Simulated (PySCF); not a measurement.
Vertical excitations of a molecule CH7ClOSi2 from TDDFT-PBE/def2-SVPD (PySCF), as energy in eV (oscillator strength): 6.00 (0.005), 6.07 (0.014), 6.46 (0.029), 6.81 (0.004), 6.91 (0.052), 6.91 (0.041), 7.04 (0.009), 7.20 (0.042), 7.20 (0.006), 7.24 (0.009). Lowest triplet (TDA): 5.73 eV. The structure is a stationary point at B3LYP-D3(BJ)/def2-SVP. The values are those of a single conformer.

Question: Identify the compound among the candidates.
A) C[SiH2]O[SiH2]Cl
B) OC[Si@H]([SiH3])Cl
C) [SiH3]CO[SiH2]Cl
D) [SiH3]OC[SiH2]Cl

Answer: C, [SiH3]CO[SiH2]Cl
